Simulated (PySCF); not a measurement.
Computed shifts of a molecule C4H4BrCl, B3LYP/pcSseg-1 (PySCF), GIAO, gas phase, equivalent atoms averaged, in ppm (number of nuclei): ¹³C: 223.2 (1), 106.3 (1), 99.0 (1), 52.1 (1). ¹H: 6.43 (1), 6.05 (1), 4.45 (1), 4.13 (1). References: ³⁵Cl against HCl (σ = 933.3 ppm); ¹³C against TMS (σ = 181.3 ppm); ¹H against TMS (σ = 31.68 ppm), references at their B3LYP-D3(BJ)/def2-TZVP geometries, non-relativistic (without spin–orbit terms, shifts of atoms bonded to Cl or Br come out too high). Geometry: PBE0-D3(BJ)/def2-SVP. Other conformers were not sampled.

**Question.** Which molecule gave these data?
A. C=C/C(Cl)=C\Br
B. ClC1=C(Br)CC1
C. ClCC=C=CBr
D. C=C(Cl)/C=C\Br

**Answer.** C, ClCC=C=CBr
